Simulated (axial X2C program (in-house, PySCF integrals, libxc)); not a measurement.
## Outer orbitals of SbAs at 2.286 Å, BLYP

Calculated with an in-house all-electron X2C program for linear molecules (integrals from PySCF). Spin-free means the one-electron spin-free X2C Hamiltonian; two-component (2c) means X2C with spin–orbit coupling and atomic mean-field two-electron Coulomb and Gaunt terms, so the difference of the two also holds small scalar two-electron terms. Basis: Sb dyall-cv3z [11s12p8d4f1g], As dyall-cv3z [9s9p6d4f1g] (cores contracted in-house); Gaussian nuclei, density fitting, unrestricted open shells. Masses: Sb 120.904 u, As 74.922 u.

The distance is close to the 2c PBE0 minimum; the highest filled and lowest empty levels are listed.

Spin-free orbitals, state M_S = 0, Λ = 0 (closed shell) (Löwdin shares):

| symmetry | occupied | ε (eV) | atomic character |
| --- | --- | --- | --- |
| δ-α | yes | -33.08 | 100% Sb d |
| δ+α | yes | -33.08 | 100% Sb d |
| σα | yes | -33.04 | 99% Sb d |
| π+α | yes | -32.99 | 100% Sb d |
| π-α | yes | -32.99 | 100% Sb d |
| σα | yes | -15.59 | 54% As s, 30% Sb s, 8% Sb p |
| σα | yes | -11.59 | 48% Sb s, 24% As s, 14% As p |
| σα | yes | -6.22 | 46% As p, 42% Sb p, 7% Sb s |
| π+α | yes | -5.93 | 49% As p, 47% Sb p |
| π-α | yes | -5.93 | 49% As p, 47% Sb p |
| π-α | no | -3.31 | 46% Sb p, 42% As p, 6% Sb d |
| π+α | no | -3.31 | 46% Sb p, 42% As p, 6% Sb d |
| σα | no | -0.37 | 42% Sb p, 20% Sb d, 20% As p |
| σα | no | 1.36 | 64% Sb s, 12% As s, 11% As d |

One partner of each degenerate Kramers or spin pair is listed.

Spinors with spin–orbit coupling (state Ω = 0):

```json
{"ω": "3/2", "occupied": "yes", "ε (eV)": "-33.76", "atomic character": "100% Sb d", "λ mixture": "82% δ, 18% π"}
{"ω": "1/2", "occupied": "yes", "ε (eV)": "-33.70", "atomic character": "100% Sb d", "λ mixture": "58% π, 42% σ"}
{"ω": "5/2", "occupied": "yes", "ε (eV)": "-32.60", "atomic character": "100% Sb d", "λ mixture": "100% δ"}
{"ω": "1/2", "occupied": "yes", "ε (eV)": "-32.55", "atomic character": "100% Sb d", "λ mixture": "58% σ, 42% π"}
{"ω": "3/2", "occupied": "yes", "ε (eV)": "-32.53", "atomic character": "100% Sb d", "λ mixture": "82% π, 18% δ"}
{"ω": "1/2", "occupied": "yes", "ε (eV)": "-15.59", "atomic character": "54% As s, 30% Sb s, 8% Sb p", "λ mixture": "100% σ"}
{"ω": "1/2", "occupied": "yes", "ε (eV)": "-11.58", "atomic character": "48% Sb s, 24% As s, 14% As p", "λ mixture": "100% σ"}
{"ω": "1/2", "occupied": "yes", "ε (eV)": "-6.27", "atomic character": "46% Sb p, 43% As p, 6% Sb s", "λ mixture": "83% σ, 17% π"}
{"ω": "1/2", "occupied": "yes", "ε (eV)": "-6.02", "atomic character": "51% As p, 44% Sb p", "λ mixture": "84% π, 16% σ"}
{"ω": "3/2", "occupied": "yes", "ε (eV)": "-5.78", "atomic character": "51% As p, 45% Sb p", "λ mixture": "100% π"}
{"ω": "1/2", "occupied": "no", "ε (eV)": "-3.43", "atomic character": "45% Sb p, 44% As p, 6% Sb d", "λ mixture": "99% π, 1% σ"}
{"ω": "3/2", "occupied": "no", "ε (eV)": "-3.15", "atomic character": "48% Sb p, 40% As p, 6% Sb d", "λ mixture": "100% π"}
{"ω": "1/2", "occupied": "no", "ε (eV)": "-0.37", "atomic character": "42% Sb p, 20% Sb d, 20% As p", "λ mixture": "100% σ"}
{"ω": "1/2", "occupied": "no", "ε (eV)": "1.37", "atomic character": "64% Sb s, 12% As s, 11% As d", "λ mixture": "100% σ"}
```

One partner of each degenerate Kramers or spin pair is listed.

(1) How does the gap between the highest filled and lowest empty level change from the spin-free to the 2c table?

Mulliken charges and populations of the two-component result (they depend on the basis, above all on diffuse functions):

Sb 0.17 e (s 9.92 p 20.85 d 20.05 f 0.01), As -0.17 e (s 7.95 p 15.16 d 10.06 f 0.01).

The state is a single determinant with fixed occupations, the lowest that a limited PBE0 search found.

Results:

(1) From 2.62 to 2.35 eV at BLYP, a change of -0.27 eV.
